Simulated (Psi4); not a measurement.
**Setting up doublet [GeH2]+ in Psi4**

[GeH2]+ has 3 atoms, charge +1, and is taken as a doublet. As SMILES of the parent species, `[GeH2]`. Geometry: relaxed at PBE0-D4/def2-TZVP. That shape belongs to the parent species and isn't relaxed for this state.

```xyz
3

Ge   -0.5701    0.4051   -0.2637
H     0.7830    0.7436    0.5090
H    -0.2129   -1.1487   -0.2453
```

Settings wanted:

- task: gradient
- method: DFT
- functional: r2SCAN
- basis set: def2-TZVPPD
- reference: UKS
- integrals: pk
- core potential: none
- frozen core orbitals: 0
- integration grid: 99 radial × 590 angular
- symmetry: c1
- properties: (dipole, mulliken, wiberg)
- threads: 1
- SCF convergence threshold: 1e-09
- density convergence threshold: 1e-08
- iteration cap: 100

Q: Give a Psi4 1.11 job that does this.

A: This one ran through:

job.inp:
```
memory 2200 mb

molecule molecule1 {
  1 2
  Ge    -0.570100     0.405100    -0.263700
  H      0.783000     0.743600     0.509000
  H     -0.212900    -1.148700    -0.245300
  units angstrom
  symmetry c1
  no_reorient
  no_com
}

set basis def2-TZVPPD
set reference uks
set puream true
set e_convergence 1e-09
set d_convergence 1e-08
set scf_type pk
set dft_radial_points 99
set dft_spherical_points 590
set maxiter 100

e_tot, wfn = gradient("r2scan", return_wfn=True)
oeprop(wfn, "DIPOLE", "MULLIKEN_CHARGES", "WIBERG_LOWDIN_INDICES", title="R2SCAN")
```

```bash
$ psi4 job.inp job.out -n 1
```

Calculated total energy: -2077.78103 Eh, largest force 2.091 eV/Å. The shape is far from stationary at this level.
